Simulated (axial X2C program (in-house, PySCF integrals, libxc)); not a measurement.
# Potential curves of TaS, with spin–orbit coupling

Computed with an in-house relativistic program for diatomic molecules. Two-component (2c) means X2C with spin–orbit coupling and atomic mean-field two-electron Coulomb and Gaunt terms. Basis: Ta dyall-cv3z [13s14p9d7f4g], S dyall-av3z [9s8p3d2f] (cores contracted in-house); Gaussian nuclei, density fitting, unrestricted open shells. Masses: Ta 180.948 u, S 31.972 u.

State: Ω = 3/2 (⟨Sz⟩ = -0.49, ⟨Lz⟩ = 1.99 at TPSS). Energies in eV from the lowest point of each curve. Fits are polynomials in 1 − R0/R over 0.85 to 1.23 times the lowest point R0.

```json
{"R (Å)": "1.8305", "TPSS": "1.8247", "PBE0": "1.7339"}
{"R (Å)": "1.9146", "TPSS": "0.7878", "PBE0": "0.7197"}
{"R (Å)": "1.9778", "TPSS": "0.3305", "PBE0": "0.2826"}
{"R (Å)": "2.0409", "TPSS": "0.0835", "PBE0": "0.0585"}
{"R (Å)": "2.1040", "TPSS": "0.0000", "PBE0": "0.0000"}
{"R (Å)": "2.1776", "TPSS": "0.0582", "PBE0": "0.0898"}
{"R (Å)": "2.2513", "TPSS": "0.2395", "PBE0": "0.3049"}
{"R (Å)": "2.3460", "TPSS": "0.5943", "PBE0": "0.7043"}
{"R (Å)": "2.4617", "TPSS": "1.1354", "PBE0": "1.2975"}
{"R (Å)": "2.6300", "TPSS": "1.9922", "PBE0": ""}
```

One determinant describes the state; a PBE0 search over occupations chose it and may have missed a lower one. Density functionals use the spin component along the axis (collinear). Without a current term, density functionals place determinants with orbital angular momentum somewhat too high. Some points did not converge and are left out. The determinant is spin-polarised beyond a pure state at some levels (its spin-free form has ⟨S²⟩ too high), which makes Re and μ there less reliable. The lowest spin-free determinant has another configuration (M_S = 3/2, Λ = 0), so the order of states is uncertain and this need not be the ground state.

Problem. What are Re and ωe at the TPSS level?

Solution. At TPSS, 2c: Re = 2.112 Å, ωe ≈ 550 cm⁻¹; Be follows as 0.139 cm⁻¹.

Problem. What are Re and ωe at the PBE0 level?

Solution. At PBE0, 2c: Re = 2.099 Å, ωe ≈ 570 cm⁻¹; Be follows as 0.141 cm⁻¹.
